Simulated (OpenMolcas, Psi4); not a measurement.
# A ladder of methods for CH2GeN (SMILES N#[C][GeH2])

CH2GeN: 5 atoms, total charge 0, spin state doublet. As SMILES, `N#[C][GeH2]`. The shape is that of a PBE0-D4/def2-TZVP optimisation.

| atom | x (Å) | y (Å) | z (Å) |
| --- | --- | --- | --- |
| N | 1.5907 | -1.0293 | 1.2932 |
| C | 0.8384 | -0.5359 | 0.5704 |
| Ge | -0.3159 | 0.2414 | -0.7401 |
| H | -1.6589 | -0.4980 | -0.6959 |
| H | -0.4043 | 1.7484 | -0.4689 |

Each level gives the energy change with the Ge3–H4 bond stretched from 1.534 to 2.301 Å (eV). The values are calculated.

```tsv
level	kind	program	value (eV)
UHF/def2-SVPD	Hartree–Fock	OpenMolcas	2.27
USVWN5/def2-SVPD	LDA	OpenMolcas	1.72
UBLYP/def2-SVPD	GGA	OpenMolcas	1.56
UTPSS/def2-SVPD	meta-GGA	OpenMolcas	1.76
UPBE0/def2-SVPD	global hybrid	OpenMolcas	1.87
U-wB97X-V/def2-SVPD	range-separated hybrid	Psi4	1.97
U-wB97X/def2-SVPD	range-separated hybrid	Psi4	1.94
UB2PLYP/def2-SVPD (density fitting for correlation)	double hybrid	Psi4	1.90
UMP3/def2-SVPD	perturbation theory	Psi4	2.10
```

All-electron rows without a relativistic Hamiltonian named are non-relativistic. The first shape isn't each level's own minimum. The values span 1.56 to 2.27 eV. Spin contamination of the reference (⟨S²⟩ at least 0.1 too high) touches UHF/def2-SVPD, UB2PLYP/def2-SVPD, UMP3/def2-SVPD. In the correlated wave-function rows the outer d shell of Ge is correlated, in sets not made for it.
